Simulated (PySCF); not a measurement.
# Co⁺ (cobalt, charge +1) across methods

[Ar] 3d7 4p1, one real determinant (an excited configuration). Calculation: PySCF 2.14, in def2-TZVPPD (6s6p4d2f1g, 67 functions); no relativity, point nucleus.

```csv
method,E (hartree),mean ε 3d α (eV),mean ε 3d β (eV),mean ε 4p α (eV),Σ⟨r²⟩ (bohr²),⟨S²⟩
r2SCAN,-1382.211,-20.121,-17.556,-9.031,28.34,6.002
wB97M-V,-1382.158,-24.863,-22.341,-11.043,28.86,6.002
UHF,-1380.97544,-29.737,-26.044,-10.774,29.47,6.004
PBE0,-1382.010,-22.390,-19.659,-9.490,28.61,6.002
M06-2X,-1382.195,-25.354,-22.073,-10.055,28.72,6.006
revPBE,-1382.126,-19.664,-17.221,-8.891,28.61,6.001
LDA,-1379.624,-20.026,-17.288,-8.965,28.35,6.001
```

(1) Estimate the same row for PBE.

⟨L²⟩ = 13.95 against 20 for a pure G term, so this real determinant mixes terms.

Answers

(1) E (hartree) = -1381.974; mean ε 3d α (eV) = -19.739; mean ε 3d β (eV) = -17.275; mean ε 4p α (eV) = -8.912; Σ⟨r²⟩ (bohr²) = 28.55; ⟨S²⟩ = 6.001.
